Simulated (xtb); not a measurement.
xtb input (GFN2-xTB):

```bash
xtb mol.xyz --gfn 2 --sp --chrg 0 --uhf 0
```
mol.xyz:
```
13

Si     1.78147396    -1.00262669     0.44651017
O      0.47932887    -0.24563296     1.14198969
C      0.01989400     1.02244451     0.75329737
O     -0.46407097     1.02980719    -0.56424060
Si    -1.79758736     0.17448445    -1.05665317
H      1.43842256    -1.59323122    -0.86599366
H      2.88364268    -0.02607326     0.26523545
H      2.17543534    -2.07028628     1.38623219
H     -0.77139886     1.29869981     1.45587966
H      0.83081806     1.75512708     0.79406127
H     -2.20081956     0.76567362    -2.34742008
H     -1.49398226    -1.26223826    -1.23780523
H     -2.87795754     0.31825889    -0.04996443
```

Output:

```
           -------------------------------------------------
          |                Calculation Setup                |
           -------------------------------------------------

           -------------------------------------------------
          |                 G F N 2 - x T B                 |
           -------------------------------------------------

        Reference                      10.1021/acs.jctc.8b01176
      * Hamiltonian:
        H0-scaling (s, p, d)           1.850000    2.230000    2.230000
        zeta-weighting                 0.500000
      * Dispersion:
        s8                             2.700000
        a1                             0.520000
        a2                             5.000000
        s9                             5.000000
      * Repulsion:
        kExp                           1.500000    1.000000
        rExp                           1.000000
      * Coulomb:
        alpha                          2.000000
        third order                    shell-resolved
        anisotropic                    true
        a3                             3.000000
        a5                             4.000000
        cn-shift                       1.200000
        cn-exp                         4.000000
        max-rad                        5.000000

          ...................................................
          :                      SETUP                      :
          :.................................................:
          :  # basis functions                  40          :
          :  # atomic orbitals                  38          :
          :  # shells                           20          :
          :  # electrons                        32          :
          :  max. iterations                   250          :
          :  Hamiltonian                  GFN2-xTB          :
          :  restarted?                      false          :
          :  GBSA solvation                  false          :
          :  PC potential                    false          :
          :  electronic temp.          300.0000000     K    :
          :  accuracy                    1.0000000          :
          :  -> integral cutoff          0.2500000E+02      :
          :  -> integral neglect         0.1000000E-07      :
          :  -> SCF convergence          0.1000000E-05 Eh   :
          :  -> wf. convergence          0.1000000E-03 e    :
          :  Broyden damping             0.4000000          :
          :  net charge                          0          :
          :  unpaired electrons                  0          :
          ...................................................

 iter      E             dE          RMSdq      gap      omega  full diag
   1    -17.8847132 -0.178847E+02  0.766E+00    7.07       0.0  T
   2    -18.0324217 -0.147708E+00  0.403E+00    6.12       1.0  T
   3    -18.0367710 -0.434933E-02  0.231E+00    6.22       1.0  T
   4    -18.0369914 -0.220407E-03  0.900E-01    6.16       1.0  T
   5    -18.0369329  0.585443E-04  0.409E-01    6.28       1.0  T
   6    -18.0375427 -0.609858E-03  0.110E-01    6.22       1.0  T
   7    -18.0375472 -0.445261E-05  0.340E-02    6.22       1.0  T
   8    -18.0375463  0.876928E-06  0.211E-02    6.22       1.3  T
   9    -18.0375479 -0.158965E-05  0.999E-03    6.22       2.8  T
  10    -18.0375484 -0.482629E-06  0.149E-03    6.22      18.6  T
  11    -18.0375484 -0.147304E-07  0.344E-04    6.22      80.5  T
  12    -18.0375484 -0.176207E-09  0.174E-04    6.22     159.5  T

   *** convergence criteria satisfied after 12 iterations ***

         #    Occupation            Energy/Eh            Energy/eV
      -------------------------------------------------------------
         1        2.0000           -0.7665730             -20.8595
       ...           ...                  ...                  ...
        10        2.0000           -0.4721449             -12.8477
        11        2.0000           -0.4707401             -12.8095
        12        2.0000           -0.4391042             -11.9486
        13        2.0000           -0.4282992             -11.6546
        14        2.0000           -0.4261094             -11.5950
        15        2.0000           -0.4241133             -11.5407
        16        2.0000           -0.4182258             -11.3805 (HOMO)
        17                         -0.1897570              -5.1636 (LUMO)
        18                         -0.1775508              -4.8314
        19                         -0.1718031              -4.6750
        20                         -0.1685427              -4.5863
        21                         -0.1679381              -4.5698
       ...                                ...                  ...
        38                          0.7133597              19.4115
      -------------------------------------------------------------
                  HL-Gap            0.2284688 Eh            6.2170 eV
             Fermi-level           -0.3039914 Eh           -8.2720 eV

 SCC (total)                   0 d,  0 h,  0 min,  0.009 sec
 SCC setup                      ...        0 min,  0.000 sec (  0.775%)
 Dispersion                     ...        0 min,  0.000 sec (  0.474%)
 classical contributions        ...        0 min,  0.000 sec (  0.171%)
 integral evaluation            ...        0 min,  0.001 sec ( 16.324%)
 iterations                     ...        0 min,  0.004 sec ( 48.407%)
 molecular gradient             ...        0 min,  0.003 sec ( 32.582%)
 printout                       ...        0 min,  0.000 sec (  1.120%)

         :::::::::::::::::::::::::::::::::::::::::::::::::::::
         ::                     SUMMARY                     ::
         :::::::::::::::::::::::::::::::::::::::::::::::::::::
         :: total energy             -17.921017473627 Eh    ::
         :: gradient norm              0.035584468010 Eh/a0 ::
         :: HOMO-LUMO gap              6.216951699763 eV    ::
         ::.................................................::
         :: SCC energy               -18.037534272576 Eh    ::
         :: -> isotropic ES            0.069489098496 Eh    ::
         :: -> anisotropic ES         -0.000694082852 Eh    ::
         :: -> anisotropic XC         -0.000529258987 Eh    ::
         :: -> dispersion             -0.008654235172 Eh    ::
         :: repulsion energy           0.116516798950 Eh    ::
         :: add. restraining           0.000000000000 Eh    ::
         :: total charge              -0.000000000000 e     ::
         :::::::::::::::::::::::::::::::::::::::::::::::::::::

           -------------------------------------------------
          |                Property Printout                |
           -------------------------------------------------

    * Orbital Energies and Occupations

         #    Occupation            Energy/Eh            Energy/eV
      -------------------------------------------------------------
         1        2.0000           -0.7665730             -20.8595
       ...           ...                  ...                  ...
         4        2.0000           -0.6674668             -18.1627
         5        2.0000           -0.6090078             -16.5719
         6        2.0000           -0.5676397             -15.4463
         7        2.0000           -0.5654189             -15.3858
         8        2.0000           -0.5469586             -14.8835
         9        2.0000           -0.4861686             -13.2293
        10        2.0000           -0.4721449             -12.8477
        11        2.0000           -0.4707401             -12.8095
        12        2.0000           -0.4391042             -11.9486
        13        2.0000           -0.4282992             -11.6546
        14        2.0000           -0.4261094             -11.5950
        15        2.0000           -0.4241133             -11.5407
        16        2.0000           -0.4182258             -11.3805 (HOMO)
        17                         -0.1897570              -5.1636 (LUMO)
        18                         -0.1775508              -4.8314
        19                         -0.1718031              -4.6750
        20                         -0.1685427              -4.5863
        21                         -0.1679381              -4.5698
        22                         -0.1611365              -4.3847
        23                         -0.0667940              -1.8176
        24                         -0.0544067              -1.4805
        25                         -0.0341680              -0.9298
        26                         -0.0274385              -0.7466
        27                          0.1199862               3.2650
       ...                                ...                  ...
        38                          0.7133597              19.4115
      -------------------------------------------------------------
                  HL-Gap            0.2284688 Eh            6.2170 eV
             Fermi-level           -0.3039914 Eh           -8.2720 eV

     #   Z          covCN         q      C6AA      α(0)
     1  14 Si       3.581     0.526    97.764    19.009
     2   8 O        1.619    -0.402    20.903     6.171
     3   6 C        3.693     0.235    17.104     5.917
     4   8 O        1.619    -0.402    20.903     6.171
     5  14 Si       3.581     0.526    97.764    19.009
     6   1 H        0.914    -0.085     5.056     3.517
     7   1 H        0.912    -0.093     5.339     3.614
     8   1 H        0.915    -0.087     5.140     3.546
     9   1 H        0.924     0.024     2.680     2.560
    10   1 H        0.924     0.024     2.680     2.560
    11   1 H        0.915    -0.087     5.140     3.546
    12   1 H        0.914    -0.085     5.056     3.517
    13   1 H        0.912    -0.093     5.339     3.614

 Mol. C6AA /au·bohr⁶  :       2445.080185
 Mol. C8AA /au·bohr⁸  :      81953.252798
 Mol. α(0) /au        :         82.750836

Wiberg/Mayer (AO) data.
largest (>0.10) Wiberg bond orders for each atom

 ---------------------------------------------------------------------------
     #   Z sym  total        # sym  WBO       # sym  WBO       # sym  WBO
 ---------------------------------------------------------------------------
     1  14 Si   3.761 --     2 O    1.068     6 H    0.895     7 H    0.893
                             8 H    0.891
     2   8 O    2.218 --     1 Si   1.068     3 C    1.001
     3   6 C    3.931 --     2 O    1.001     4 O    1.001     9 H    0.970
                            10 H    0.970
     4   8 O    2.218 --     5 Si   1.068     3 C    1.001
     5  14 Si   3.761 --     4 O    1.068    12 H    0.895    13 H    0.893
                            11 H    0.891
     6   1 H    0.993 --     1 Si   0.895
     7   1 H    0.991 --     1 Si   0.893
     8   1 H    0.992 --     1 Si   0.891
     9   1 H    0.999 --     3 C    0.970
    10   1 H    0.999 --     3 C    0.970
    11   1 H    0.992 --     5 Si   0.891
    12   1 H    0.993 --     5 Si   0.895
    13   1 H    0.991 --     5 Si   0.893
 ---------------------------------------------------------------------------

Topologies differ in total number of bonds
Writing topology from bond orders to xtbtopo.mol

molecular dipole:
                 x           y           z       tot (Debye)
 q only:       -0.004      -0.207      -0.153
   full:        0.004       0.188       0.138       0.592
molecular quadrupole (traceless):
                xx          xy          yy          xz          yz          zz
 q only:        3.361      -0.976      -0.935       1.255       2.320      -2.426
  q+dip:        0.200       0.985       0.634      -1.277       2.451      -0.834
   full:        0.804       0.157       0.482      -0.166       2.860      -1.286

           -------------------------------------------------
Note: The following floating-point exceptions are signalling: IEEE_UNDERFLOW_FLAG IEEE_DENORMAL
normal termination of xtb
          | TOTAL ENERGY              -17.921017473627 Eh   |
          | GRADIENT NORM               0.035584468010 Eh/α |
          | HOMO-LUMO GAP               6.216951699763 eV   |
           -------------------------------------------------

------------------------------------------------------------------------
------------------------------------------------------------------------
 total:
 SCF:
```
